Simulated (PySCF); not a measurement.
From computed data to an observable: chemical shift, span and skew from a shielding tensor

1-fluorosilolane (C₄H₉FSi), SMILES F[SiH]1CCCC1. Atoms are numbered in the order given.

```xyz
15

F     -0.6349     1.8910    -0.8734
Si    -0.2816     0.8798     0.3667
C      1.4384     0.1309     0.1757
C      1.1447    -1.2625    -0.4283
C     -0.1307    -1.8231     0.2315
C     -1.2373    -0.7406     0.1914
H     -0.5130     1.6637     1.6103
H      1.8969     0.0251     1.1756
H      2.1296     0.7322    -0.4345
H      1.9946    -1.9542    -0.3083
H      0.9730    -1.1608    -1.5148
H      0.0952    -2.0762     1.2829
H     -0.4539    -2.7593    -0.2521
H     -1.7316    -0.7284    -0.7963
H     -2.0251    -0.9059     0.9418
```
Charge 0, spin multiplicity 1.

Coordinates come from a B3LYP-D3(BJ)/def2-SVP optimisation. The values are those of a single conformer.

GIAO shieldings from PBE0/pcSseg-1 in PySCF, non-relativistic, no solvent. The symmetric part of the tensor of C4 has the principal values 137.4, 158.7, 170.0 ppm. The same nucleus in TMS has σ = 186.3 ppm at this level (PySCF, at its B3LYP-D3(BJ)/def2-TZVP geometry).

Q: Work out the isotropic shielding, the ¹³C shift against TMS, the span and the skew.

A: 
σ(iso) = (σ11 + σ22 + σ33)/3 = 155.4 ppm. δ = σ(ref) − σ(iso) = 186.3 − (155.4) = 30.9 ppm.
Span Ω = σ33 − σ11 = 32.6 ppm. Skew κ = 3(σ(iso) − σ22)/Ω = -0.31. Tumbling in solution averages the tensor to δ; in a static solid the shielding alone would spread this spin-1/2 line over Ω.
